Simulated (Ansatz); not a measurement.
`C=N[SiH](C)F` + H₂O → `C=N[SiH](C)O` + H–F at 600 K and 1 bar (formal hydrolysis of the Si–F bond).

Isolated molecules relaxed with PBE0-D4/def2-TZVP in Ansatz; ΔE leaves out vibrations. CBS: MP2 limit from def2 TZ/QZ plus the TZ coupled-cluster correction, frozen cores. This one scheme is used for every species. One conformer a species, not always the lowest.

```csv
species,CCSD(T)/CBS energy (Eh),H − E (kJ/mol),S (J/(mol·K))
`C=N[SiH](C)F`,-523.36588,270.4,433.6
H₂O,-76.37941,76.8,212.8
`C=N[SiH](C)O`,-499.33183,305.2,450.0
H–F,-100.39570,42.3,194.0
```

H − E and S are ideal-gas, rigid-rotor, harmonic terms from PBE0-D4/def2-TZVP, for one conformer and one mirror image of each species. 1 Eh = 2625.50 kJ/mol, R = 8.31446 J/(mol·K).

Task: By hand: ΔE, ΔH, ΔS and ΔG.

Result: ΔE = (-499.33183) + (-100.39570) − (-523.36588) − (-76.37941) = 0.01776 Eh = 46.6 kJ/mol. Δ(H − E) = 305.2 + 42.3 − 270.4 − 76.8 = 0.3, so ΔH = 46.9 kJ/mol. ΔS = 450.0 + 194.0 − 433.6 − 212.8 = -2.4 J/(mol·K). ΔG = 46.9 − 600 × (-2.4)/1000 = 48.3 kJ/mol.

Task: By hand: the equilibrium constant, and the temperature at which ΔG would vanish if ΔH and ΔS stayed fixed.

Result: log₁₀ K = −ΔG/(RT ln 10) = -4.2. ΔH and −TΔS have one sign here, so there is no such temperature. One of them is within its doubt of zero, so this could turn.

The number of gas molecules stays the same, so ΔS is small and ΔH decides. A doubt of 5 kJ/mol in ΔE shifts log₁₀ K by 0.4 here. Other conformers and mirror images would add mixing entropy, several J/(mol·K) or more a flexible species. These are equilibria of isolated gas molecules and say nothing of rates. Largest T1 diagnostic: 0.012 (customary marks: 0.02 for closed shells, 0.045 for open ones).
